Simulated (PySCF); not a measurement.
## Excitation energy of Mg⁺ by level of theory

Mg⁺ [Ne] 3s1 (2S) → Mg⁺ [Ne] 3p1 (2P), as a difference of total energies. All numbers are calculated (PySCF 2.14, the non-relativistic Hamiltonian (point nucleus), in def2-QZVPPD (9s5p5d2f, 63 functions)). Correlated levels: valence and next inner shell: 1s2 frozen. The calculations carry no spin-orbit coupling.

| method | excitation energy (eV) |
| --- | --- |
| UHF | 4.278 |
| MP2 (valence and next inner shell) | 4.407 |
| SCS-MP2 (valence and next inner shell) | 4.377 |
| CCSD (valence and next inner shell) | 4.410 |
| CCSD(T) (valence and next inner shell) | 4.414 |

Question: How much does correlation contribute at CCSD(T) (valence and next inner shell)?

Answer: 4.414 − (4.278) = 0.136 eV, measured against UHF.

Errors of the correlated levels include the incompleteness of this basis and the frozen core.

For comparison: 4.43 eV (measured; NIST levels, between the centres of gravity of the two terms).
